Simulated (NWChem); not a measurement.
System: C3H6Cl, doublet; SMILES C[C](Cl)C

Excerpt of the output:

```
             Northwest Computational Chemistry Package (NWChem) 7.3.0
             --------------------------------------------------------

                             Geometry "geometry" -> ""
                             -------------------------

 Output coordinates in angstroms (scale by  1.889725989 to convert to a.u.)

  No.       Tag          Charge          X              Y              Z
 ---- ---------------- ---------- -------------- -------------- --------------
    1 C                    6.0000     0.01859300     1.06694200    -1.30711900
    2 C                    6.0000    -0.15350300     0.38586700     0.00000000
    3 C                    6.0000     0.01859300     1.06694200     1.30711900
    4 Cl                  17.0000     0.09919300    -1.32986400     0.00000000
    5 H                    1.0000     1.08631000     1.15120000    -1.59493500
    6 H                    1.0000    -0.39181000     2.08775300    -1.26412100
    7 H                    1.0000    -0.48966900     0.51825900    -2.11450900
    8 H                    1.0000    -0.48966900     0.51825900     2.11450900
    9 H                    1.0000     1.08631000     1.15120000     1.59493500
   10 H                    1.0000    -0.39181000     2.08775300     1.26412100

 Effective nuclear repulsion energy (a.u.)     155.9770569782

  pbe96 is a nonlocal functional; adding pw91lda local functional.

                                 NWChem DFT Module
                                 -----------------

 Summary of "ao basis" -> "ao basis" (spherical)
 ------------------------------------------------------------------------------
       Tag                 Description            Shells   Functions and Types
 ---------------- ------------------------------  ------  ---------------------
 C                          def2-svp                 6       14   3s2p1d
 Cl                         def2-svp                 8       18   4s3p1d
 H                          def2-svp                 3        5   2s1p

 in cosmo_initialize ...
 calling solv_data for solv:chcl3

 solvent parameters
 solvname_short: chcl3
 solvname_long:  chloroform
 dielec:        4.7113
 dielecinf:     2.0906
 nonaqueous SMD model solvent descriptors
 dielec:        4.7113
 sola:          0.1500
 solb:          0.0200
 solc:          0.0000
 solg:         38.3900
 solh:          0.7500
 soln:          1.4459

          ---------------
          -cosmo- solvent
          ---------------
 Cosmo: York-Karplus, doi: 10.1021/jp992097l
 dielectric constant -eps-     =   4.71
 screen = (eps-1)/(eps    )    =   0.78774
 surface charge correction     = lagrangian

   van der Waals surface
 --------------------------

 ---------- ATOMIC COORDINATES (A.U.) ------------ VDWR(ANG.) --
     1    0.03513568    2.01622803   -2.47009674     1.850
     2   -0.29007861    0.72918290    0.00000000     1.850
     3    0.03513568    2.01622803    2.47009674     1.850
     4    0.18744759   -2.51307856    0.00000000     2.380
     5    2.05282824    2.17545256   -3.01399012     1.200
     6   -0.74041354    3.94528110   -2.38884231     1.200
     7   -0.92534024    0.97936750   -3.99584261     1.200
     8   -0.92534024    0.97936750    3.99584261     1.200
     9    2.05282824    2.17545256    3.01399012     1.200
    10   -0.74041354    3.94528110    2.38884231     1.200
 number of segments per atom =        128
 number of   points per atom =        128
 atom (   nspa,  nppa )
 ----------------------
    1 (     54,     0 )       0
    2 (     22,     0 )       0
    3 (     54,     0 )       0
    4 (    100,     0 )       0
    5 (     53,     0 )       0
    6 (     54,     0 )       0
    7 (     50,     0 )       0
    8 (     50,     0 )       0
    9 (     53,     0 )       0
   10 (     54,     0 )       0
 number of -cosmo- surface points =      544
 molecular surface =    124.024 angstrom**2
 molecular volume  =    102.882 angstrom**3
 -lineq- algorithm             =   0
 -bem- low  level              =   3
 -bem- from -octahedral-
 gaussian surface charge width =   4.50000
 degree of switching           =   1.00000
 switching function tolerance  =   0.00010
 atomic radii =
 --------------
    1  6.000  1.850
    2  6.000  1.850
    3  6.000  1.850
    4 17.000  2.380
    5  1.000  1.200
    6  1.000  1.200
    7  1.000  1.200
    8  1.000  1.200
    9  1.000  1.200
   10  1.000  1.200
 ...... end of -cosmo- initialization ......

[...]

                                COSMO-SMD solvation results
                                ---------------------------

             internal energy in gas <Psi(g)|H|Psi(g)> =      -577.493868244482
         internal energy in solvent <Psi(s)|H|Psi(s)> =      -577.493575252762
                               delta internal energy  =         0.000292991719 (    0.18 kcal/mol)
   total free energy in solvent <Psi(s)|H+V/2|Psi(s)> =      -577.496247176035
 polarization energy contribution <Psi(s)|V/2|Psi(s)> =        -0.002671923273 (   -1.68 kcal/mol)
    total free energy in solvent including G(SMD-CDS) =      -577.499716006347
                       G(SMD-CDS) energy contribution =        -0.003468830312 (   -2.18 kcal/mol)
     1 M fixed-concentration free energy of solvation =        -0.005847761866 (   -3.67 kcal/mol)

                    DFT Final Alpha Molecular Orbital Analysis
                    ------------------------------------------

 Vector   19  Occ=1.000000D+00  E=-2.926541D-01
              MO Center=  9.8D-02, -7.7D-01,  3.0D-09, r^2= 2.5D+00
   Bfn.  Coefficient  Atom+Function         Bfn.  Coefficient  Atom+Function
  ----- ------------  ---------------      ----- ------------  ---------------
    53      0.537937   4 Cl px               50      0.413127   4 Cl px
    47      0.240431   4 Cl px               54      0.148102   4 Cl py
    18      0.135079   2 C  px                4     -0.129777   1 C  px
    32     -0.129777   3 C  px               61     -0.122950   5 H  s
    81     -0.122950   9 H  s                21      0.114203   2 C  px

 Vector   20  Occ=1.000000D+00  E=-2.602290D-01
              MO Center=  7.0D-02, -9.8D-01,  2.4D-12, r^2= 2.0D+00
   Bfn.  Coefficient  Atom+Function         Bfn.  Coefficient  Atom+Function
  ----- ------------  ---------------      ----- ------------  ---------------
    55      0.626454   4 Cl pz               52      0.457140   4 Cl pz
    49      0.265670   4 Cl pz               20     -0.145577   2 C  pz
     5     -0.117585   1 C  py               33      0.117585   3 C  py
     3      0.093244   1 C  s                31     -0.093244   3 C  s
     6      0.090613   1 C  pz               34      0.090613   3 C  pz

 Vector   21  Occ=1.000000D+00  E=-1.453466D-01
              MO Center= -7.4D-02,  2.1D-01,  7.4D-09, r^2= 2.5D+00
   Bfn.  Coefficient  Atom+Function         Bfn.  Coefficient  Atom+Function
  ----- ------------  ---------------      ----- ------------  ---------------
    18      0.564328   2 C  px               21      0.469845   2 C  px
    53     -0.360979   4 Cl px               50     -0.213507   4 Cl px
    62     -0.213086   5 H  s                82     -0.213086   9 H  s
    17     -0.206035   2 C  s                61     -0.168077   5 H  s
    81     -0.168077   9 H  s                47     -0.123654   4 Cl px

 Vector   22  Occ=0.000000D+00  E= 2.904921D-02
              MO Center= -4.7D-02, -2.4D-01,  8.7D-10, r^2= 3.3D+00
   Bfn.  Coefficient  Atom+Function         Bfn.  Coefficient  Atom+Function
  ----- ------------  ---------------      ----- ------------  ---------------
    17      0.994666   2 C  s                54     -0.851496   4 Cl py
    46     -0.661924   4 Cl s                22     -0.588237   2 C  py
    19     -0.459873   2 C  py               72     -0.379144   7 H  s
    77     -0.379144   8 H  s                16      0.367246   2 C  s
    67      0.320513   6 H  s                87      0.320513  10 H  s

 Vector   23  Occ=0.000000D+00  E= 4.719339D-02
              MO Center=  9.3D-02,  1.5D+00,  3.0D-08, r^2= 6.9D+00
   Bfn.  Coefficient  Atom+Function         Bfn.  Coefficient  Atom+Function
  ----- ------------  ---------------      ----- ------------  ---------------
     3      1.856981   1 C  s                31      1.856981   3 C  s
    67     -0.875230   6 H  s                87     -0.875230  10 H  s
    62     -0.812946   5 H  s                82     -0.812946   9 H  s
    72     -0.733751   7 H  s                77     -0.733751   8 H  s
    17     -0.515757   2 C  s                 9     -0.198616   1 C  pz

 Vector   24  Occ=0.000000D+00  E= 8.617051D-02
              MO Center=  3.5D-01,  1.1D+00, -4.5D-09, r^2= 8.0D+00
   Bfn.  Coefficient  Atom+Function         Bfn.  Coefficient  Atom+Function
  ----- ------------  ---------------      ----- ------------  ---------------
     3      2.192084   1 C  s                31     -2.192084   3 C  s
    62     -1.089174   5 H  s                82      1.089174   9 H  s
    72     -0.926367   7 H  s                77      0.926367   8 H  s
    67     -0.662949   6 H  s                87      0.662949  10 H  s
    23      0.508178   2 C  pz                9     -0.191284   1 C  pz

                     DFT Final Beta Molecular Orbital Analysis
                     -----------------------------------------

 Vector   18  Occ=1.000000D+00  E=-3.216068D-01
              MO Center= -1.7D-01,  9.0D-01,  5.2D-08, r^2= 3.4D+00
   Bfn.  Coefficient  Atom+Function         Bfn.  Coefficient  Atom+Function
  ----- ------------  ---------------      ----- ------------  ---------------
     6      0.308284   1 C  pz               34      0.308284   3 C  pz
    71     -0.257310   7 H  s                76      0.257310   8 H  s
    20     -0.239838   2 C  pz                9      0.139638   1 C  pz
    37      0.139638   3 C  pz               66      0.135667   6 H  s
    86     -0.135667  10 H  s                 5      0.134145   1 C  py

[...]
```

Level: PBE/def2-SVP, spin-unrestricted, SMD on the gas-phase geometry. In the optimisation the excess spin sits in a' (Cs, its own frame). Geometry: optimised at PBE0/def2-SVP, spin-unrestricted. No stability test was run on the SCF state. Solvent: chloroform.

Problem. Reconstruct the input file.

Solution. This is not unique; one that fits is the input that was run:
```
start job
memory heap 200 mb stack 900 mb global 1100 mb
geometry units angstroms noautosym nocenter noautoz
  C      0.018593     1.066942    -1.307119
  C     -0.153503     0.385867     0.000000
  C      0.018593     1.066942     1.307119
  Cl     0.099193    -1.329864     0.000000
  H      1.086310     1.151200    -1.594935
  H     -0.391810     2.087753    -1.264121
  H     -0.489669     0.518259    -2.114509
  H     -0.489669     0.518259     2.114509
  H      1.086310     1.151200     1.594935
  H     -0.391810     2.087753     1.264121
end
basis spherical
  C library def2-svp
  Cl library def2-svp
  H library def2-svp
end
dft
  odft
  mult 2
  xc xpbe96 cpbe96
  iterations 150
end
cosmo
  do_cosmo_smd true
  solvent chcl3
end
task dft energy
```
